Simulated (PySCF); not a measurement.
# Polarisability and C₆ of Zn²⁺ (zinc, charge +2)

[Ar] 3d10, closed-shell 1S. Computed with PySCF 2.14 in aug-cc-pwCVTZ-PP with ECP10MDF, with a scalar-relativistic core potential. Coupled (time-dependent) response in atomic units; α is the mean over directions.

```json
{"method": "UHF", "mean α (bohr³)": "2.149", "C₆ (like pair)": "5.511", "S(−4)": "1.896"}
{"method": "PBE", "mean α (bohr³)": "2.702", "C₆ (like pair)": "7.026", "S(−4)": "3.983"}
{"method": "PBE0", "mean α (bohr³)": "2.512", "C₆ (like pair)": "6.513", "S(−4)": "3.129"}
```

S(−4) is the Cauchy moment in α(ω) = α(0) + S(−4) ω² + …

α(iu) at UHF:

| u (hartree) | α(iu) (bohr³) |
| --- | --- |
| 0 | 2.149 |
| 0.0500 | 2.144 |
| 0.100 | 2.130 |
| 0.200 | 2.078 |
| 0.300 | 2.000 |
| 0.500 | 1.810 |
| 0.750 | 1.577 |
| 1.00 | 1.381 |
| 1.50 | 1.087 |
| 2.00 | 0.8770 |
| 3.00 | 0.6016 |
| 5.00 | 0.3317 |

A single London oscillator, α(iu) = α/(1 + u²/ω²), gives C₆ = (3/4) ω α². Matching the computed C₆ needs ω = 4 × 5.511 / (3 × 2.149²) = 1.59 hartree.

For an ion, C₆ is the dispersion term alone; charge-induced terms of lower order in 1/R come first.

Energies and moments cover only the electrons outside the core potential.
